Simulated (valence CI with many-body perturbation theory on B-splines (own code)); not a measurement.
**E1 line list for Gd XIV**

Computed by configuration interaction combined with many-body perturbation theory (CI+MBPT): five valence electrons over a frozen Dirac-Fock core [Kr] 4d10, a basis of 7 s, 7 p, 7 d, 7 f, 4 g, 2 h functions for each j, with the one-electron correlation potential Σ1, the two-electron term Σ2, the three-electron term Σ3, Breit, model QED; selected CI, second order for the rest, scaled by the run's own slope (own B-spline code, finite nucleus).

No measured spectrum was set against this ion. As an estimate, terms of the open shell hold to a few per cent of their energy, and close levels can change places; configurations with another count of f electrons can be misplaced by thousands of cm⁻¹. Core correlation moves these levels by up to 46000 cm⁻¹, and in measured spectra 5 to 20 % of such shifts remained as error; rates that hang on mixing are uncertain with them. Among the levels kept, up to 740 cm⁻¹ of a level comes from second order outside the variational space, and about a tenth of that is noise between levels of different J, which matters for small intervals. The lowest computed level is not the ground level that NIST lists (6H°5/2, for many ions itself from theory).

Lines 1 to 50 of 136 in falling wavelength, among levels below 64579 cm⁻¹, chosen from the strongest by gf and those to the six lowest levels. Wavelengths and rates use the calculated energies, so an error of 2000 cm⁻¹ moves a line at 2176 nm by 44 % and its rate by three times that or more. Electric multipoles are in the length gauge, E1 and E2 with the static RPA response of the core. Weak lines are less certain than strong ones. Lines between different terms over intervals too small for the method are left out, as are lines whose strength nearly cancels. Where a level lies close to another of its J and parity, the split of strength between their lines is uncertain. The highest levels of a list are the least certain.

Names give the largest LS component (configuration and term), which can be under half, so a name can repeat, a term be missing and a line seem to break the LS rules; names also repeat where a configuration has a term twice. Letters in brackets count levels of one name in rising energy.

| λ vac (nm) | Upper | Lower | A (s⁻¹) | S (a.u.) |
| --- | --- | --- | --- | --- |
| 2176 | 4f4 5s 6F_7/2 | 4f3 5s2 4D°_7/2 | 1.41e-01 | 5.73e-06 |
| 2171 | 4f3 5s2 2D°_5/2 [b] | 4f4 5s 6F_3/2 | 1.64e-02 | 4.97e-07 |
| 2127 | 4f4 5s 6I_11/2 | 4f3 5s2 4G°_9/2 | 3.16e-04 | 1.80e-08 |
| 1954 | 4f4 5s 6I_13/2 | 4f3 5s2 2K°_15/2 | 1.81e-04 | 9.32e-09 |
| 1949 | 4f3 5s2 2H°_11/2 [b] | 4f4 5s 4I_9/2 | 5.99e-04 | 2.63e-08 |
| 1905 | 4f4 5s 6S_5/2 | 4f3 5s2 4D°_7/2 | 3.51e-02 | 7.19e-07 |
| 1861 | 4f4 5s 6F_1/2 | 4f3 5s2 4D°_1/2 | 1.10e+00 | 6.98e-06 |
| 1749 | 4f4 5s 6I_7/2 | 4f3 5s2 2G°_7/2 | 1.37e-02 | 2.89e-07 |
| 1710 | 4f4 5s 6F_3/2 | 4f3 5s2 4D°_1/2 | 1.35e+00 | 1.33e-05 |
| 1675 | 4f4 5s 4I_9/2 | 4f3 5s2 2I°_11/2 | 1.43e-01 | 3.32e-06 |
| 1651 | 4f4 5s 4I_11/2 | 4f3 5s2 2I°_13/2 | 5.26e-02 | 1.40e-06 |
| 1580 | 4f4 5s 6F_9/2 | 4f3 5s2 4D°_7/2 | 5.19e-01 | 1.01e-05 |
| 1571 | 4f4 5s 6I_7/2 | 4f3 5s2 4G°_5/2 | 8.43e-03 | 1.29e-07 |
| 1494 | 4f3 5s2 2L°_15/2 | 4f4 5s 6I_15/2 | 5.39e-04 | 1.42e-08 |
| 1464 | 4f3 5s2 2L°_17/2 | 4f4 5s 6I_17/2 | 4.35e-03 | 1.21e-07 |
| 1344 | 4f4 5s 6F_1/2 | 4f3 5s2 4D°_3/2 | 1.80e+00 | 4.30e-06 |
| 1339 | 4f3 5s2 2I°_11/2 | 4f4 5s 6I_13/2 | 3.87e-03 | 5.50e-08 |
| 1291 | 4f4 5s 6I_9/2 | 4f3 5s2 2G°_7/2 | 2.52e-02 | 2.67e-07 |
| 1266 | 4f4 5s 6F_3/2 | 4f3 5s2 4D°_5/2 | 9.25e-01 | 3.71e-06 |
| 1263 | 4f4 5s 6F_3/2 | 4f3 5s2 4D°_3/2 | 1.39e+00 | 5.51e-06 |
| 1260 | 4f4 5s 6I_15/2 | 4f3 5s2 2K°_15/2 | 7.30e-03 | 1.15e-07 |
| 1216 | 4f3 5s2 2I°_13/2 | 4f4 5s 6I_15/2 | 1.02e-02 | 1.27e-07 |
| 1200 | 4f4 5s 6F_1/2 | 4f3 5s2 2P°_3/2 | 3.82e-03 | 6.52e-09 |
| 1138 | 4f4 5s 6I_7/2 | 4f3 5s2 4F°_9/2 | 8.91e-04 | 5.19e-09 |
| 1132 | 4f4 5s 6F_5/2 | 4f3 5s2 4D°_5/2 | 1.83e+00 | 7.84e-06 |
| 1129 | 4f4 5s 6F_5/2 | 4f3 5s2 4D°_3/2 | 5.92e+00 | 2.52e-05 |
| 1101 | 4f4 5s 6I_9/2 | 4f3 5s2 2H°_11/2 [a] | 1.40e-03 | 9.21e-09 |
| 1039 | 4f4 5s 4I_11/2 | 4f3 5s2 2I°_11/2 | 2.62e-01 | 1.74e-06 |
| 1029 | 4f4 5s 6I_13/2 | 4f3 5s2 2K°_13/2 | 2.77e-03 | 2.09e-08 |
| 1026 | 4f3 5s2 2L°_17/2 | 4f4 5s 6I_15/2 | 3.68e-03 | 3.54e-08 |
| 1026 | 4f4 5s 6F_5/2 | 4f3 5s2 2P°_3/2 | 1.70e-02 | 5.44e-08 |
| 969.2 | 4f4 5s 6F_7/2 | 4f3 5s2 4D°_5/2 | 6.31e+00 | 2.27e-05 |
| 924.6 | 4f4 5s 6I_9/2 | 4f3 5s2 4F°_9/2 | 1.73e-02 | 6.76e-08 |
| 921.8 | 4f4 5s 6I_17/2 | 4f3 5s2 2K°_15/2 | 1.30e-01 | 9.03e-07 |
| 911.6 | 4f4 5s 6S_5/2 | 4f3 5s2 4D°_5/2 | 2.02e-01 | 4.53e-07 |
| 909.8 | 4f4 5s 6S_5/2 | 4f3 5s2 4D°_3/2 | 6.22e-02 | 1.39e-07 |
| 898.8 | 4f4 5s 6F_9/2 | 4f3 5s2 2I°_11/2 | 3.14e-03 | 1.12e-08 |
| 870.8 | 4f4 5s 6I_11/2 | 4f3 5s2 2H°_11/2 [a] | 7.80e-02 | 3.05e-07 |
| 841.4 | 4f4 5s 6S_5/2 | 4f3 5s2 2P°_3/2 | 4.98e-02 | 8.79e-08 |
| 839.2 | 4f4 5s 6I_7/2 | 4f3 5s2 4F°_7/2 | 1.46e-03 | 3.41e-09 |
| 797.5 | 4f4 5s 6I_15/2 | 4f3 5s2 2K°_13/2 | 1.60e-03 | 6.42e-09 |
| 756.7 | 4f4 5s 6I_11/2 | 4f3 5s2 4F°_9/2 | 9.40e-02 | 2.41e-07 |
| 730.0 | 4f3 5s2 2I°_13/2 | 4f4 5s 6I_11/2 | 4.19e-03 | 1.13e-08 |
| 717.2 | 4f4 5s 6I_9/2 | 4f3 5s2 4F°_7/2 | 1.71e-01 | 3.12e-07 |
| 712.5 | 4f4 5s 6I_7/2 | 4f3 5s2 4F°_5/2 | 2.64e-02 | 3.76e-08 |
| 707.2 | 4f4 5s 6I_13/2 | 4f3 5s2 2H°_11/2 [a] | 3.36e-02 | 8.21e-08 |
| 679.5 | 4f4 5s 6F_3/2 | 4f3 5s2 2D°_5/2 [a] | 5.34e-02 | 3.31e-08 |
| 660.6 | 4f4 5s 6I_7/2 | 4f3 5s2 2H°_9/2 [a] | 5.06e-02 | 5.76e-08 |
| 638.8 | 4f4 5s 6F_5/2 | 4f3 5s2 2D°_5/2 [a] | 3.28e-01 | 2.54e-07 |
| 624.5 | 4f4 5s 6F_1/2 | 4f3 5s2 2P°_1/2 | 4.33e+00 | 1.04e-06 |
